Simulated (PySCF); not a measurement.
**Electronic absorption of C3H9NOSSi**

Species: C3H9NOSSi.
SMILES: `O=C(C)N[SiH2]SC`

Computed with TDDFT PBE0/def2-SVPD, vertical, gas phase, core orbitals frozen in the response in PySCF 2.14.0, density-fitted response routines. Geometry: GFN2-xTB, one conformer, isolated molecule. Torsions of this conformer, `[CH3:1][S:2][SiH2:3][NH:4][C:5]([CH3:6])=[O:7]`: C1–S2–Si3–N4 180°, S2–Si3–N4–C5 180°, Si3–N4–C5–C6 180°.

```
state  λ (nm)  E (eV)       f  main configurations (H = HOMO, L = LUMO)
   S1   232.1    5.34  0.0001                                 H→L (90%)
   S2   212.1    5.85  0.0007                             H-1→L+1 (92%)
   S3   206.2    6.01  0.0083                               H→L+1 (99%)
   S4   203.6    6.09   0.020                  H→L+2 (85%), H→L+4 (10%)
   S5   191.1    6.49  0.0069                  H→L+3 (85%), H→L+4 (10%)
   S6   186.1    6.66  0.0000     H→L+4 (51%), H→L+5 (21%), H→L+3 (11%)
```

Triplets (Tamm–Dancoff): T1 5.01 eV, H→L (80%); T2 5.35 eV, H-1→L+1 (90%).

The lowest singlet lies at 5.34 eV (232 nm, ultraviolet) and is dark (f under 0.0005); its leading configuration is HOMO→LUMO (90%). The most intense listed level is S4 at 6.09 eV (204 nm, f = 0.020), 0.75 eV above S1. Löwdin shares by element: HOMO sulfur 71%, carbon 10% or more, silicon 9%; LUMO sulfur 34%, silicon 13%, hydrogen 8% or more, carbon 8% or more (atoms not listed hold the other 36%). Weighted by f, the mean energy of these states is 6.14 eV. Of the 6 states listed, 1 reaches f = 0.01 and 2 stay under 0.0005. Orbital energies (eV): HOMO-3 -8.62, HOMO-2 -8.20, HOMO-1 -7.90, HOMO -6.77, LUMO -0.05, LUMO+1 0.11, LUMO+2 0.50. Only the lowest 6 singlets were computed, as vertical energies without vibronic structure.

The run took 52 s wall (grids of density and orbitals included) on Arm Neoverse V2, one thread, no GPU, shared host, and the process peaked at 0.91 GiB of memory.
